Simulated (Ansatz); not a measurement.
Input file for Ansatz (a program for electronic structure): U-wB97X-V/def2-TZVPP on BFH (SMILES [BH]F), 2S+1 = 2.

Ansatz 0.2 input:
```yaml
crystal:
  periodic: [false, false, false]
  atoms:
    - {symbol: B, position_ang: [-0.61865178, 0.41304470, 0.03428295]}
    - {symbol: F, position_ang: [0.52760869, -0.20789564, -0.01627159]}
    - {symbol: H, position_ang: [-1.65521927, -0.19416279, -0.02497043]}
basis:
  gaussian:
    orbitals: def2-TZVPP
hamiltonian:
  xc: {name: wB97X-V}
magnetization: {spin_polarized: true, initial_magnetization: 1}
accuracy: high
relax: {f_tol: 0.0005, max_steps: 60}
output: {forces: true}
```

It printed:

```
Functional definition: wB97X-V
[...]
integrals: 0.08 GiB planned
1257 factors; integrals over basis functions are off by at most 2.2e-9 eV
integrals: 0.13 GiB planned
224 factors; integrals over basis functions are off by at most 8.2e-10 eV
mean field: 0.45 GiB planned
mean field evaluation 1: about -3407.3713 eV, gradient 1.8e1 eV
mean field evaluation 2: about -3407.3309 eV, gradient 2.2e1 eV
mean field evaluation 4: about -3408.5300 eV, gradient 3.7e-1 eV
mean field evaluation 8: about -3408.5359 eV, gradient 3.3e-2 eV
mean field evaluation 16: about -3408.5359 eV, gradient 6.2e-6 eV
mean field -3408.53588884 eV, -125.2613835263 hartree, gradient 8.4e-8 eV, S^2 0.751345; 0 other end points of the search recorded, 0 dependent functions left out
the calculation of the forces begins
reference -3408.53588885 eV, -125.2613835265 hartree; 8, 7 occupied and 68, 69 virtual orbitals, 1257 factors
relax step   1: F+E_penalty+E_count = -3408.53588884 eV  Δ(F+E_penalty+E_count) = +0.000e0 eV  max|allowed force component| = 1.211e-1 eV/Å  Δτ_max = 0.0000 Å  (32 SCF iters, accepted)
these checks for a lower state are left out or cut short: starts, cluster_reference, orbital_swaps, neighbouring_geometries, increment
integrals: 0.08 GiB planned
1257 factors; integrals over basis functions are off by at most 2.2e-9 eV
integrals: 0.13 GiB planned
224 factors; integrals over basis functions are off by at most 8.3e-10 eV
mean field: 0.45 GiB planned
mean field -3408.53624266 eV, -125.2613965289 hartree, gradient 8.0e-8 eV, S^2 0.751353; 0 other end points of the search recorded, 0 dependent functions left out
the calculation of the forces begins
reference -3408.53624267 eV, -125.2613965292 hartree; 8, 7 occupied and 68, 69 virtual orbitals, 1257 factors
relax step   2: F+E_penalty+E_count = -3408.53624266 eV  Δ(F+E_penalty+E_count) = -3.538e-4 eV  max|allowed force component| = 4.740e-2 eV/Å  Δτ_max = 0.0021 Å  (31 SCF iters, accepted)
these checks for a lower state are left out or cut short: starts, cluster_reference, orbital_swaps, neighbouring_geometries, increment
integrals: 0.08 GiB planned
1257 factors; integrals over basis functions are off by at most 2.2e-9 eV
integrals: 0.13 GiB planned
224 factors; integrals over basis functions are off by at most 8.3e-10 eV
mean field: 0.45 GiB planned
mean field evaluation 32: about -3408.5363 eV, gradient 2.8e-5 eV
mean field -3408.53629777 eV, -125.2613985542 hartree, gradient 7.0e-8 eV, S^2 0.751357; 0 other end points of the search recorded, 0 dependent functions left out
the calculation of the forces begins
reference -3408.53629778 eV, -125.2613985545 hartree; 8, 7 occupied and 68, 69 virtual orbitals, 1257 factors
relax step   3: F+E_penalty+E_count = -3408.53629777 eV  Δ(F+E_penalty+E_count) = -5.511e-5 eV  max|allowed force component| = 1.702e-3 eV/Å  Δτ_max = 0.0009 Å  (31 SCF iters, accepted)
these checks for a lower state are left out or cut short: starts, cluster_reference, orbital_swaps, neighbouring_geometries, increment
integrals: 0.08 GiB planned
1257 factors; integrals over basis functions are off by at most 2.2e-9 eV
integrals: 0.13 GiB planned
224 factors; integrals over basis functions are off by at most 8.3e-10 eV
mean field: 0.45 GiB planned
mean field -3408.53629794 eV, -125.2613985603 hartree, gradient 2.6e-8 eV, S^2 0.751357; 0 other end points of the search recorded, 0 dependent functions left out
the calculation of the forces begins
reference -3408.53629794 eV, -125.2613985606 hartree; 8, 7 occupied and 68, 69 virtual orbitals, 1257 factors
relax step   4: F+E_penalty+E_count = -3408.53629794 eV  Δ(F+E_penalty+E_count) = -1.653e-7 eV  max|allowed force component| = 2.522e-4 eV/Å  Δτ_max = 0.0001 Å  (29 SCF iters, accepted)
integrals: 0.08 GiB planned
1257 factors; integrals over basis functions are off by at most 2.2e-9 eV
integrals: 0.13 GiB planned
224 factors; integrals over basis functions are off by at most 8.3e-10 eV
mean field: 0.45 GiB planned
mean field evaluation 64: about -3408.5363 eV, gradient 4.5e-7 eV
mean field -3408.53629794 eV, -125.2613985603 hartree, gradient 2.6e-8 eV, S^2 0.751357; 1 other end points of the search recorded, 0 dependent functions left out
the calculation of the forces begins
reference -3408.53629794 eV, -125.2613985606 hartree; 8, 7 occupied and 68, 69 virtual orbitals, 1257 factors
Total energy: -3408.53629794 eV, -125.2613985606 hartree
Atom 0 at    -0.618181     0.415171     0.034476 Å, force    -0.000133     0.000184     0.000016 eV/Å
Atom 1 at     0.529679    -0.208797    -0.016343 Å, force    -0.000119    -0.000124    -0.000012 eV/Å
Atom 2 at    -1.657760    -0.195388    -0.025092 Å, force     0.000252    -0.000060    -0.000004 eV/Å
Dipole moment:    -0.115953    -0.066160    -0.006470 e Å
```

The calculation finished and met its thresholds.

Cost: around 30 core-seconds (rough).
